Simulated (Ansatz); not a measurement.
Start from `[OH][Ga]([Cl])[O][SiH3]` and change one atom or group to get `[SiH3][O][Ga]([Cl])[Cl]`.

Ansatz, PBE0-D4/def2-TZVP geometries, multiplicity 1. Each molecule was computed in one conformer, which needn't be the lowest.

Scalar relativity is left out up to krypton.

| property | `[OH][Ga]([Cl])[O][SiH3]` |
| --- | --- |
| HOMO energy (PBE/def2-TZVPP) / eV | -7.42 |
| LUMO energy (ωB97M-V/def2-TZVPP) / eV | 0.42 |
| HOMO energy (ωB97M-V/def2-TZVPP) / eV | -11.21 |
| size of the dipole moment (ωB97M-V/def2-TZVPP) / D | 1.47 |
| HOMO energy (PBE0/def2-TZVPP) / eV | -8.89 |
| LUMO energy (PBE0/def2-TZVPP) / eV | -1.41 |

(1) What does the change do to each property? (Best estimate.)

Answers

(1) The calculation gave: 
```json
{"property": "HOMO energy (PBE/def2-TZVPP) / eV", "`[SiH3][O][Ga]([Cl])[Cl]`": "-7.61", "shift": "-0.19"}
{"property": "LUMO energy (ωB97M-V/def2-TZVPP) / eV", "`[SiH3][O][Ga]([Cl])[Cl]`": "0.19", "shift": "-0.23"}
{"property": "HOMO energy (ωB97M-V/def2-TZVPP) / eV", "`[SiH3][O][Ga]([Cl])[Cl]`": "-11.32", "shift": "-0.11"}
{"property": "size of the dipole moment (ωB97M-V/def2-TZVPP) / D", "`[SiH3][O][Ga]([Cl])[Cl]`": "0.52", "shift": "-0.95"}
{"property": "HOMO energy (PBE0/def2-TZVPP) / eV", "`[SiH3][O][Ga]([Cl])[Cl]`": "-9.03", "shift": "-0.14"}
{"property": "LUMO energy (PBE0/def2-TZVPP) / eV", "`[SiH3][O][Ga]([Cl])[Cl]`": "-1.72", "shift": "-0.31"}
```

With PBE0 the HOMO falls by 0.14 eV and the LUMO falls by 0.31 eV, so the gap narrows by about 0.17 eV. PBE moves the HOMO by -0.19 eV and ωB97M-V by -0.11 eV. Dipoles are sizes alone; their direction can turn.

Positive LUMOs are unbound, so they and the gaps depend on the basis.
